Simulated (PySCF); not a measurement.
Atom-mapped SMILES (the numbers label the heavy atoms): `[F:1][CH:2]([F:3])[O:4][c:5]1[cH:6][cH:7][cH:8][cH:9][cH:10]1`. Hydrogens are named by the atom that carries them.

Geometry: PBE0-D3(BJ)/def2-SVP; GIAO shifts from PySCF 2.14.0 with density-fitted response routines, gas phase, non-relativistic, averaged over equivalent atoms.

At PBE0/pcSseg-1 (200 basis functions, 42 s wall time on 1 thread of an x86-64 server CPU, shared host):
```tsv
atoms	δ (ppm)
F1/F3	-94.2
C5	158.2
C7/C9	135.6
C8	128.9
C6/C10	121.1
C2	120.0
O4	177.8
H(C7)/H(C9)	7.50
H(C8)	7.26
H(C6)/H(C10)	7.18
H(C2)	6.04
```

Shifts are taken against calculated references (same method and geometry level): ¹⁹F (177.25 ppm) against CFCl3; ¹³C (184.41 ppm) and ¹H (31.27 ppm) against TMS; ¹⁷O (334.56 ppm) vs H2O.

Problem. Predict the values at WP04/pcSseg-1 on the same geometry.

Solution. 
| atoms | δ at WP04/pcSseg-1 | change |
| --- | --- | --- |
| F1/F3 | -94.4 | -0.2 |
| C5 | 159.6 | +1.4 |
| C7/C9 | 135.1 | -0.5 |
| C8 | 129.2 | +0.3 |
| C6/C10 | 121.6 | +0.5 |
| C2 | 123.3 | +3.3 |
| O4 | 169.4 | -8.4 |
| H(C7)/H(C9) | 7.16 | -0.34 |
| H(C8) | 6.97 | -0.29 |
| H(C6)/H(C10) | 6.90 | -0.28 |
| H(C2) | 6.09 | +0.05 |

δ = σ(ref) − σ, references computed at the same level: ¹⁹F (176.96 ppm) vs CFCl3; TMS for ¹³C (172.44 ppm) and ¹H (31.56 ppm); ¹⁷O (317.54 ppm) against H2O.

The largest change is at O4 (ether oxygen). Cost: 200 basis functions, 41 s wall time on 1 thread of an x86-64 server CPU, shared host. The order of the carbon signals changes between the two levels.

Unscaled 19F shifts against computed CFCl3 carry errors that often reach 10 to 50 ppm. Experimental scales use liquid or dissolved standards, which lie at an offset from isolated H2O (liquid H2O: subtract about 36 ppm).
